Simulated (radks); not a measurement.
Results of a calculation; reference values are marked as such.
Coulomb parameter of the 4f shell of the gadolinium ion Gd3+ in the model configuration [Xe] 4f6 5d1, as a second difference U = [E(n + 0.5) + E(n - 0.5) - 2 E(n)] / (0.5)^2 with all orbitals relaxed. "Bare": the charge of the atom changes with n. "Screened": the 5d shell takes up the change at fixed total charge, which measures U(4f,4f) + U(5d,5d) - 2 U(4f,5d). Level of theory: scalar-relativistic Kohn-Sham, r2SCAN, spin-unpolarised, spherical densities, finite nucleus; meta-GGA in the generalised Kohn-Sham scheme; Fermi nuclear charge, rms radius 5.1569 fm (a radial shooting solver on a logarithmic mesh with Libxc functionals).

| case | configuration | E - E(n) (eV) |
|---|---|---|
| start | [Xe] 4f6 5d1 | 0.000 |
| bare +0.5 | [Xe] 4f6.5 5d1 | -17.876 |
| bare -0.5 | [Xe] 4f5.5 5d1 | 22.800 |
| screened +0.5 | [Xe] 4f6.5 5d0.5 | -6.547 |
| screened -0.5 | [Xe] 4f5.5 5d1.5 | 7.927 |

U(bare) = 19.698 eV, U(screened by 5d) = 5.519 eV, against the Slater integral F0(4f,4f) = 31.169 eV with frozen orbitals.
